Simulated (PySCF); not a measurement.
A structure optimised at PBE-D3(BJ)/def2-SVP, used in a PySCF frequency run:

```xyz
13

C     -1.5265     1.7133     0.4724
C     -0.6719     0.8361    -0.0918
C      0.8095     1.0751    -0.3693
Si     1.4244    -0.6466     0.2696
Si    -0.8215    -1.0598    -0.2902
H     -2.5627     1.4339     0.7232
H     -1.2187     2.7474     0.7125
H      1.2286     2.0005     0.0777
H      1.0048     1.1037    -1.4658
H      1.6714    -0.6260     1.7539
H      2.6069    -1.2580    -0.4356
H     -1.8248    -1.7692     0.5782
H     -1.0125    -1.4892    -1.7236
```
Charge 0, spin multiplicity 1.

### Question
Write its SMILES and formula.

### Answer
C=C1C[SiH2][SiH2]1, C₃H₈Si₂

### Question
What are its rotational constants (standard atomic weights)?

### Answer
4.2980, 2.7575, 1.8962 GHz
